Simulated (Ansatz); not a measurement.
Compare A (`B/C=C/[SiH3]`) with its isomer B (`B1CC[SiH2]1`).

Computed with Ansatz on PBE0-D4/def2-TZVP structures; ΔE is electronic, products minus reactants. CCSD(T)/CBS adds triple-zeta CCSD(T) − MP2 to the extrapolated MP2 energy (def2 sets, frozen cores). Functionals use def2-TZVPP. B3LYP here is the variant with VWN-RPA as its local correlation; programs differ in this.

**Question.** Which isomer does CCSD(T)/CBS put lower? Give the gap. (An estimate is asked.)

**Answer.** The calculation gave: A, by 3.7 kcal/mol.

**Question.** Give E(B) − E(A) in kcal/mol with ωB97M-V, CCSD(T)/def2-SVP, MP2/def2-TZVPP, CCSD(T)/def2-TZVPP, PBE-D4, B3LYP, LDA (SPW92). (Best estimate.)

**Answer.** Ansatz gave: ωB97M-V 2.3, CCSD(T)/def2-SVP 4.9, MP2/def2-TZVPP 3.2, CCSD(T)/def2-TZVPP 4.2, PBE-D4 -0.6, B3LYP 7.4, LDA (SPW92) -6.4. The order is the other way round with PBE-D4, LDA (SPW92).

**Question.** Does the order hold for the free energy at 298.15 K (harmonic terms from PBE0-D4)? (Best estimate.)

**Answer.** Computed: Yes: G(B) − G(A) = +7.3 kcal/mol.

Largest T1 diagnostic: 0.012.

From BLYP to BHLYP (50 % exact exchange), in def2-TZVPP and without D4, E(B) − E(A) moves by −2.4 kcal/mol. At CCSD(T), def2-SVP lies +1.3 kcal/mol from the extrapolated value and def2-TZVPP +0.5 kcal/mol.
